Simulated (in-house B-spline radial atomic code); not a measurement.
Checks on a self-consistent run for an ion of nuclear charge 10.5 with 9 electrons, [He] 2s2 2p5. Computed with a radial B-spline atomic code at the basis-set limit: Dirac-Hartree-Fock, average of configuration, Fermi nucleus of rms radius 3.0055 fm.

```tsv
orbital	q	ε (Eh)	<1/r>	<r²>	small-component weight
1s1/2	2	-37.66569	10.1441	0.0301187	0.0013646
2s1/2	2	-3.24977	1.81133	0.770649	0.00017075
2p1/2	1.6667	-2.14672	1.67172	0.812346	0.00015096
2p3/2	3.3333	-2.14063	1.66707	0.815784	0.00015049
```

Electron-electron repulsion V_ee = 51.0724 hartree.

(1) What total energy follows from the eigenvalues?

(2) Does the Dirac virial theorem hold?

(3) What diamagnetic shielding (Lamb formula) and susceptibility (Langevin formula) do the radii give?

## Answers

(1) The eigenvalues count the repulsion twice, so E = Σqε - V_ee = -92.544 - 51.072 = -143.617 hartree; the run printed -143.617.

(2) For a point nucleus E = -2c²Σq·w, with w the small-component weight. Here Σq·w = 0.0038239 and c = 137.0360, so the ratio E/(-2c²Σq·w) is 1.000001.

(3) σ = (α²/3)Σq<1/r> = 32.2539/(3·137.036²) = 572.52 ppm, and χ = -0.79199×10⁻⁶·Σq<r²> = -4.494×10⁻⁶ cm³/mol with Σq<r²> = 5.6747 bohr². Both are non-relativistic formulas without the paramagnetism of open shells.
